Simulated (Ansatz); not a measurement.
A nudged elastic band was laid between two geometries of CH₆B₂O (10 atoms, charge 0, multiplicity 1).

These are results of Ansatz 0.2.0, RKS PBE-D4/def2-SVP, not measurements.

| Quantity | Value |
| --- | --- |
| movable images | 7 |
| climbing image | yes |
| spring | 5.0 eV/Å² |
| optimiser | quadratic models (default) |
| start path | IDPP |
| force threshold | 0.05 eV/Å |
| iteration limit | 60 |
| end points | relaxed |

First end point:

```xyz
10
Properties=species:S:1:pos:R:3
B -1.322 0.621 -0.019
C -0.376 -0.584 -0.263
B 0.953 -0.225 0.536
O 2.091 0.208 -0.071
H -1.474 1.481 -0.870
H -1.882 0.765 1.053
H -0.161 -0.792 -1.331
H -0.761 -1.487 0.261
H 1.017 -0.312 1.749
H 2.000 0.273 -1.041
```

Last end point:

```xyz
10
Properties=species:S:1:pos:R:3
B -1.296 0.685 -0.113
C -0.292 -0.423 -0.523
B 1.114 0.047 0.057
O 1.698 -0.523 1.146
H -1.292 1.765 -0.677
H -2.062 0.524 0.822
H -0.133 -0.402 -1.624
H -0.559 -1.441 -0.169
H 1.745 0.957 -0.449
H 1.160 -1.240 1.532
```

What changes between the two ends?

No bond is made or broken. The dihedral H8–C2–B3–O4 goes from 141 to -19°.

What energy profile does the band end with?

It converged. The highest image is number 4 of 0 to 8, 2.8 kcal/mol above the ends, which have the same energy within 2 meV. A vibrational analysis at the climbing image gives one clearly imaginary mode, 126i cm⁻¹: a first-order saddle point.

| image | path coordinate (Å) | energy (kcal/mol) | dihedral H8–C2–B3–O4 (°) |
| --- | --- | --- | --- |
| 0 | 0.00 | 0.0 | 141 |
| 1 | 0.66 | 0.2 | 121 |
| 2 | 1.32 | 1.1 | 101 |
| 3 | 1.98 | 2.3 | 80 |
| 4 | 2.64 | 2.8 | 58 |
| 5 | 3.28 | 2.3 | 37 |
| 6 | 3.93 | 1.2 | 17 |
| 7 | 4.58 | 0.3 | -2 |
| 8 | 5.23 | 0.0 | -19 |

What is the geometry of the highest image?


```xyz
10
Properties=species:S:1:pos:R:3
B -1.425 0.670 0.132
C -0.370 -0.314 -0.423
B 0.973 0.036 0.384
O 2.139 -0.628 0.157
H -1.561 1.781 -0.353
H -2.084 0.390 1.119
H -0.124 -0.184 -1.501
H -0.576 -1.389 -0.222
H 1.060 0.903 1.238
H 2.051 -1.317 -0.529
```

What are the harmonic wavenumbers there?

126i, 125, 246, 390, 555, 647, 777, 824, 895, 951, 982, 1041, 1067, 1072, 1161, 1210, 1346, 1357, 2497, 2535, 2582, 2962, 3026, 3693 cm⁻¹.

The band took 7 iterations and roughly 2.1 core-minutes.

Run time: 2.1 min on 1 thread of Arm Neoverse V1 (shared host), peak memory 0.11 GiB.
